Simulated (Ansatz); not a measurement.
`NC#[C][SnH2][OH]` → 2 C• + 5 H• + N• + O• + Sn•  (atomization)

Calculated with Ansatz (gas phase, PBE0-D4/def2-TZVP geometries, no zero-point term in ΔE). CCSD(T)/CBS is the MP2 limit (def2-TZVPP, def2-QZVPP) plus CCSD(T) − MP2 in def2-TZVPP, frozen cores. This one scheme is used for every species, atoms too. DFT in def2-TZVPP. No spin–orbit coupling; open shells (•) take unrestricted orbitals. Spin–orbit coupling would lower the free atoms: a little for C, O; strongly for Sn. Elements past krypton have def2 core potentials. Bonds to Sn are less sure, by a few kJ/mol each and by 10 to 20 or more in all where they break to atoms, as the def2 sets lack core-valence functions. One conformer a species, not always the lowest.

```
          level  ΔE (kcal/mol)
         B2PLYP          840.5
CCSD/def2-TZVPP          806.7
```

Problem. What does CCSD(T)/CBS give? (Estimate.)

Solution. The calculation gave: +853.2 kcal/mol. The listed levels differ from it by -12.7, -46.5 kcal/mol.

Largest T1 diagnostic among the species: 0.014.

The D4 term adds +7.1 kcal/mol with B3LYP and +3.7 kcal/mol with PBE0; it sums over pairs of atoms, weighted by their polarisabilities, and B3LYP, whose exchange is more repulsive, gets the larger term. From PBE to PBE0 (25 % exact exchange), in def2-TZVPP and without D4, ΔE moves by −25.4 kcal/mol: exact exchange takes away binding that semilocal exchange gives to molecules. In def2-TZVPP, CCSD(T) changes the Hartree–Fock value by +262.8 kcal/mol (the triples alone add +18.4 kcal/mol) and MP2 by +280.4 kcal/mol; breaking electron pairs costs correlation energy, which Hartree–Fock lacks.

B3LYP here is the variant with VWN-RPA as its local correlation; programs differ in this.

For atomizations the MP2-based limit and the directly extrapolated one differ by several kJ/mol either way, and by 10 to 25 for some Ge, Se and Sn compounds, so smaller differences from it don't rank the levels.
